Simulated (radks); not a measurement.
Q: The table gives one normalised radial function P(r) = r R(r) of Xe+ in [Kr] 4d10 5s2 5p5 (r in bohr). All-electron calculation, scalar-relativistic Kohn-Sham, PBE, spin-polarised, spherical densities, finite nucleus; open shells are filled with parallel spins first (spin-orbit coupling, left out, can overturn this in heavy ions); Fermi nuclear charge, rms radius 4.7859 fm. Program: a radial shooting solver on a logarithmic mesh with Libxc functionals.

r,P
0.001901,0.0445
0.002516,0.0555
0.003355,0.0688
0.004439,0.0833
0.005921,0.0988
0.007834,0.1128
0.01045,0.1227
0.01383,0.1231
0.01844,0.1074
0.0244,0.0698
0.03254,0.0042
0.04306,-0.0799
0.05743,-0.1642
0.07599,-0.2019
0.1013,-0.1452
0.1341,0.0166
0.1788,0.2193
0.2366,0.2959
0.3156,0.1172
0.4176,-0.2312
0.557,-0.4495
0.737,-0.2511
0.9829,0.2864
1.301,0.7472
1.735,0.8557
2.295,0.6278
3.061,0.3014
4.05,0.0958
5.402,0.0173
7.148,0.0017

Which n and l does it have? It may be an empty orbital.

A: n = 5, l = 0: the number of nodes gives n - l - 1 = 4, the rise at small r (about r^(l+1), flatter next to the nucleus through relativity) gives l, and the extent must fit the shell. The curve is that of 5s up; the table hardly tells the two spins apart. 5s up: eigenvalue -29.401 eV, 4 radial nodes at r = 0.0330, 0.131, 0.349, 0.852 bohr, <r> = 1.83 bohr, 90 % of the charge inside 2.64 bohr.
